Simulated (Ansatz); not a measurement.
Geometry optimisation, Ansatz, RKS PBE0-D4/6-31G.

The input (input.yaml):

```yaml
crystal:
  periodic: [false, false, false]
  atoms:
    - { symbol: "N", position_ang: [0.055, -2.3465, -1.0787] }
    - { symbol: Si, position_ang: [-0.1382, -1.5557, 0.5301] }
    - { symbol: O, position_ang: [1.3203, -0.7999, 0.9382] }
    - { symbol: F, position_ang: [-0.3971, -2.7493, 1.6559] }
    - { symbol: O, position_ang: [-1.4174, -0.411, 0.5339] }
    - { symbol: Al, position_ang: [-0.9914, 0.9381, -0.6537] }
    - { symbol: Si, position_ang: [0.3206, 2.7736, 0.0539] }
    - { symbol: H, position_ang: [-0.8592, -2.7725, -1.2834] }
    - { symbol: H, position_ang: [0.7439, -3.0245, -0.9762] }
    - { symbol: H, position_ang: [1.1843, -0.3817, 1.8567] }
    - { symbol: H, position_ang: [-1.4596, 0.7958, -2.1553] }
    - { symbol: H, position_ang: [1.6042, 2.303, 0.5846] }
    - { symbol: H, position_ang: [0.4728, 3.6983, -1.1058] }
    - { symbol: H, position_ang: [-0.451, 3.5031, 1.1288] }
basis:
  gaussian: { orbitals: "6-31G" }
hamiltonian:
  xc: pbe0
  dispersion: d4
relax:
  f_tol: 0.015
  max_steps: 40
output:
  orbitals: {}
```

Run as:

```bash
$ ansatz run input.yaml --threads 1 --pin off --max-ram 2048MiB --backend cpu --events-out ev --progress --plain --runs-dir out
```

**Question.** Where does it end, and by what steps?

**Answer.** The run converged. The force dipped under the threshold on the way, but the program's further checks kept it going. Limits of this set-up: no polarisation functions. After 26 steps the energy has fallen by 1.360 eV; O5 moved furthest, 1.27 Å. Parted: Si2–Al6.

| step | energy less start (eV) | largest force component (eV/Å) | accepted |
| --- | --- | --- | --- |
| 0 | 0.0000 | 2.567 | yes |
| 1 | -0.6017 | 1.136 | yes |
| 2 | -0.8652 | 1.855 | yes |
| 3 | -1.0438 | 0.909 | yes |
| 4 | -1.1828 | 0.365 | yes |
| 5 | -1.2439 | 0.374 | yes |
| 6 | -1.2789 | 0.612 | yes |
| 7 | -1.3149 | 0.678 | yes |
| 8 | -1.3350 | 0.406 | yes |
| 9 | -1.3462 | 0.186 | yes |
| 10 | -1.3406 | 0.171 | no |
| 11 | -1.3539 | 0.153 | yes |
| 12 | -1.3550 | 0.069 | yes |
| 13 | -1.3561 | 0.011 | yes |
| 14 | -1.3566 | 0.094 | yes |
| 15 | -1.3567 | 0.100 | yes |
| 16 | -1.3574 | 0.136 | yes |
| 17 | -1.3584 | 0.015 | yes |
| 18 | -1.3590 | 0.039 | yes |
| 19 | -1.3593 | 0.043 | yes |
| 20 | -1.3594 | 0.034 | yes |
| 21 | -1.3596 | 0.027 | yes |
| 22 | -1.3597 | 0.027 | yes |
| 23 | -1.3599 | 0.016 | yes |
| 24 | -1.3600 | 0.019 | yes |
| 25 | -1.3600 | 0.015 | yes |
| 26 | -1.3600 | 0.008 | yes |

```xyz
14
Properties=species:S:1:pos:R:3
N -0.044 -3.013 -0.675
Si 0.064 -1.708 0.430
O 1.653 -1.714 1.006
F -0.902 -1.859 1.809
O -0.447 -0.303 -0.284
Al -0.898 1.221 -0.936
Si 0.025 3.249 0.084
H -0.701 -3.025 -1.436
H 0.544 -3.824 -0.592
H 1.941 -1.350 1.852
H -1.914 1.171 -2.179
H 1.405 3.024 0.646
H 0.110 4.376 -0.912
H -0.849 3.725 1.217
```

The run took 3.5 min on 1 thread of Arm Neoverse V2, with other jobs on the host, peak memory 0.23 GiB.
